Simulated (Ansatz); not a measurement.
Geometry optimisation, Ansatz, RKS B3LYP-D4/6-31G*.

The input (input.yaml):

```yaml
crystal:
  periodic: [false, false, false]
  atoms:
    - { symbol: Si, position_ang: [0.0, 0.0, 0.0] }
    - { symbol: O, position_ang: [0.0, 0.0, 2.03] }
    - { symbol: H, position_ang: [-0.9095, -0.2814, 2.3671] }
    - { symbol: H, position_ang: [1.3768, 0.0, -0.4862] }
    - { symbol: H, position_ang: [-0.6877, 1.1914, -0.4862] }
    - { symbol: H, position_ang: [-0.6877, -1.1914, -0.4862] }
    - { symbol: O, position_ang: [1.0334, -1.5693, 0.6243] }
    - { symbol: Al, position_ang: [0.4294, -3.2434, 0.654] }
    - { symbol: H, position_ang: [1.0262, -4.3053, -0.3206] }
    - { symbol: H, position_ang: [-0.6967, -3.6487, 1.6546] }
    - { symbol: H, position_ang: [0.6597, -1.0018, 1.6945] }
basis:
  gaussian: { orbitals: "6-31G*" }
hamiltonian:
  xc: b3lyp
  dispersion: d4
relax:
  f_tol: 0.15
  max_steps: 25
  restrain:
    - { distance: [0, 6], at: 1.68, k: 30.0 }
    - { distance: [10, 1], at: 1.01, k: 30.0 }
    - { distance: [0, 1], at: 2.88, k: 30.0 }
    - { distance: [10, 6], at: 2.21, k: 30.0 }
output:
  orbitals: {}
```

Command:

```bash
$ ansatz run input.yaml --threads 1 --pin off --max-ram 2048MiB --backend cpu --events-out ev --progress --plain --runs-dir out
```

Task: Where does it end, and by what steps?

Result: It converged. The restraints hold the end off the free minimum; the threshold counts their pulls, which the force column leaves out. Restrained pairs: Si1–O7 (1.98 → 1.67 Å), O2–H11 (1.25 → 0.99 Å), Si1–O2 (2.03 → 2.89 Å), O7–H11 (1.27 → 2.21 Å). After 18 steps the energy has fallen by 2.773 eV (the restraints' own energy left out); H6 moved furthest, 1.52 Å.

```tsv
step	energy less start (eV)	largest force component (eV/Å)	accepted
0	0.0000	3.053	yes
1	0.3577	2.391	yes
2	0.2844	2.370	yes
3	-0.3977	1.841	yes
4	-1.2152	1.118	yes
5	-1.7860	0.862	yes
6	-2.1700	0.724	yes
7	-2.3302	0.810	yes
8	-2.4034	0.701	yes
9	-2.4919	0.612	yes
10	-2.5799	0.805	yes
11	-2.6771	0.675	yes
12	-2.7246	0.642	yes
13	-2.7317	0.906	yes
14	-2.7409	0.856	yes
15	-2.7631	0.708	yes
16	-2.7646	0.826	yes
17	-2.7667	0.766	yes
18	-2.7734	0.651	yes
```

```xyz
11
Properties=species:S:1:pos:R:3
Si 0.152 -0.456 -0.364
O 0.304 0.434 2.376
H -0.642 0.558 2.552
H 1.409 0.316 -0.236
H -1.046 0.386 -0.127
H 0.064 -0.937 -1.777
O 0.143 -1.803 0.630
Al 0.225 -3.511 0.587
H 0.473 -4.250 -0.792
H 0.045 -4.244 1.976
H 0.418 -0.544 2.421
```

Time of the run: 45 s on 1 thread of Intel(R) Xeon(R) 6975P-C (Granite Rapids), with other jobs on the host, peak memory 0.18 GiB.
